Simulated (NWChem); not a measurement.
CdH$_{4}$O$_{2}$F$_{2}$; SMILES [OH2]->[Cd](<-[OH2])([F])[F]

Not confirmed as a minimum by frequencies. def2 effective core potentials on Cd; no spin-orbit coupling.

Give the equilibrium geometry at PBE0/def2-SVP with def2 effective core potentials on Cd (NWChem) as a list of bonds and angles, with the point group.

point group C2v; any orientation.
Bonded distances (Å): Cd1–F2 1.970, Cd1–F3 1.970, Cd1–O4 2.411, Cd1–O7 2.411, O4–H5 0.965, O4–H6 0.965, O7–H8 0.965, O7–H9 0.965. Angles (°): F2–Cd1–F3 164.5, F2–Cd1–O4 94.5, F2–Cd1–O7 94.5, F3–Cd1–O4 94.5, F3–Cd1–O7 94.5, O4–Cd1–O7 108.4, Cd1–O4–H5 112.2, Cd1–O4–H6 112.2, H5–O4–H6 106.3, Cd1–O7–H8 112.2, Cd1–O7–H9 112.2, H8–O7–H9 106.3.
